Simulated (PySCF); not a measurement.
Worked example: oscillator strength and radiative lifetime

Sn(SH)(SiH3) (H4SSiSn), SMILES [SiH3][Sn][SH] (connectivity only; charge and spin as stated), neutral, multiplicity 1.

Geometry: B3LYP-D3(BJ)/def2-SVP. The def2 effective core potentials stand for the cores of Sn; spin–orbit coupling is left out. One conformer was computed; it need not be the lowest.

TDDFT-PBE0/def2-SVPD in PySCF 2.14.0 puts the first singlet state with f over 0.02 at 3.98 eV (vertical), with the transition dipole (0.355, 0.394, 0.000) in atomic units.

Find the oscillator strength, the wavelength and the radiative lifetime that this transition would have in vacuum if emission retraced absorption.


|μ|² = 0.2813 au, so |μ| = 1.35 D. ΔE = 3.98/27.211 = 0.1463 hartree. f = (2/3) ΔE |μ|² = 0.027 (the program prints 0.027).
λ = 1239.84/3.98 = 312 nm; ν = 32101 cm⁻¹.
Einstein's coefficient A = 0.6670 ν² f s⁻¹ (ν in cm⁻¹) = 1.9e7 s⁻¹, so τ = 1/A = 53 ns. This state is S3; the lower singlets have f = 0.004, 0.006. The figure is the radiative limit of this one transition; relaxation, internal conversion, crossing to triplets and a medium change what is measured.
